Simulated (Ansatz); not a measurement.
Born–Oppenheimer molecular dynamics of HLiO2Zn (5 atoms, charge 0, multiplicity 1). It starts from a relaxed structure.

Theory: RKS PBE0/def2-SVP in Ansatz.

```json
{"ensemble": "NVT, Langevin thermostat", "time step": "0.25 fs", "steps asked": "100", "set temperature": "400 K", "friction": "0.005 /fs", "seed": "134520"}
```

First frame:

```xyz
5
Properties=species:S:1:pos:R:3
Li 0.982 -2.316 1.827
O 0.488 -1.131 0.891
Zn 0.045 0.151 -0.179
O -0.317 1.464 -1.327
H -1.198 1.831 -1.212
```

(1) What does the run give?

(2) What happens to the structure?

(3) How do temperature and energy run in time?

## Answers

(1) The run went to its last step.

```yaml
steps_done: 100
time_covered: 25 fs
mean_temperature_over_the_second_half: 289 K
spread_of_the_potential_energy_over_the_second_half: 4.9 meV per atom
mean_potential_energy_of_the_second_half_above_the_start: 15.8 meV per atom
```

The mean temperature of the second half is 28 % below the set value. A run of 0.025 ps of so small a system gives no equilibrium averages.

(2) The same pairs are bonded in the first frame and the last. Pairs count as bonded within 1.25 times the sum of covalent radii (0.12 Å more for H–H). Another seed would give other details.

(3) 
| time (fs) | T (K) | potential energy less start (eV) |
| --- | --- | --- |
| 0.0 | 320 | 0.000 |
| 0.8 | 288 | 0.025 |
| 1.5 | 221 | 0.073 |
| 2.2 | 222 | 0.079 |
| 3.0 | 287 | 0.040 |
| 3.8 | 334 | 0.014 |
| 4.5 | 283 | 0.031 |
| 5.2 | 230 | 0.070 |
| 6.0 | 202 | 0.097 |
| 6.8 | 191 | 0.095 |
| 7.5 | 224 | 0.071 |
| 8.2 | 255 | 0.051 |
| 9.0 | 239 | 0.064 |
| 9.8 | 171 | 0.106 |
| 10.5 | 139 | 0.129 |
| 11.2 | 184 | 0.109 |
| 12.0 | 253 | 0.076 |
| 12.8 | 282 | 0.072 |
| 13.5 | 244 | 0.099 |
| 14.2 | 188 | 0.122 |
| 15.0 | 215 | 0.120 |
| 15.8 | 266 | 0.091 |
| 16.5 | 318 | 0.060 |
| 17.2 | 326 | 0.057 |
| 18.0 | 272 | 0.085 |
| 18.8 | 257 | 0.106 |
| 19.5 | 281 | 0.087 |
| 20.2 | 360 | 0.051 |
| 21.0 | 358 | 0.038 |
| 21.8 | 341 | 0.057 |
| 22.5 | 285 | 0.085 |
| 23.2 | 271 | 0.092 |
| 24.0 | 289 | 0.076 |
| 24.8 | 349 | 0.049 |

Time of the run: 2.7 min on 1 thread of Intel(R) Xeon(R) Platinum 8488C (Sapphire Rapids), with other jobs on the host, peak memory 0.14 GiB.
